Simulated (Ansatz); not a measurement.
Molecule: sum formula SiH2F2, charge 0, multiplicity 1. SMILES: F[SiH2]F
Coordinates optimised at B3LYP-D3(BJ)/def2-TZVP (Ansatz, a program for electronic structure):
```xyz
5

Si     0.0045     0.4472     0.0371
F      1.2746    -0.5098     0.1000
F     -1.2843    -0.4609    -0.1805
H     -0.1239     1.1373     1.3283
H      0.1487     1.3379    -1.1230
```
Charge 0, spin multiplicity 1.

Property: vertical ionisation energy (to the doublet state of charge +1; each state is the SCF solution reached for its spin), in eV. Cores are frozen in the correlated levels unless marked. UHF or UKS for open shells. Spin-orbit coupling is left out. No relativistic terms. CBS marks a two-point X^-3 extrapolation of the correlation energy; Hartree-Fock from the larger set.

CCSD(T)/CBS(aug-cc-pV(T+d)Z,aug-cc-pV(Q+d)Z) (Ansatz) gives 13.17 eV.

Another calculation gave 13.01 eV. Which level was it?
A. BHLYP/def2-TZVPD (Ansatz)
B. B3LYP/def2-TZVPD (Ansatz)
C. SVWN5/def2-TZVPD (Ansatz)
D. wB97X-V/def2-TZVPD (Ansatz)

A, BHLYP/def2-TZVPD (Ansatz). The others give 12.69 (B3LYP), 12.26 (SVWN5), 12.90 (wB97X-V) eV.
